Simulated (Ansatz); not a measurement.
```xyz
2

O     0.0000    0.0000   -0.7127
O     0.0000    0.0000    0.7127
```

Basis set: 6-31G (spherical functions). Left uncorrelated: 2 orbitals. Correlation on ROHF uses semicanonical orbitals with singles. Charge 0, multiplicity 3.

Computed with Ansatz (development build ahead of 0.2.0); the reference of a correlated method needn't be the lowest determinant of its kind.

Question: Give the atomization energy at this shape (free ground-state atoms in the same class of orbitals less the molecule, no zero-point energy) of triplet O₂ by UHF-BCCD(T), ROHF-CCSD(T).

Answer:

```csv
method,atomization energy
UHF-BCCD(T),263.8 kJ/mol
ROHF-CCSD(T),263.8 kJ/mol
```

Caution: the reference determinant was not shown to be the lowest; the shape is not the minimum. Caution for UHF-BCCD(T): the unrestricted determinant is spin contaminated. Caution for ROHF-CCSD(T): an unrestricted determinant lies well below; other determinants can give a lower correlated total; the amplitudes may be one of several solutions.

This basis has no polarisation functions and is too small for such energies, which can lie far from measured ones in either direction.
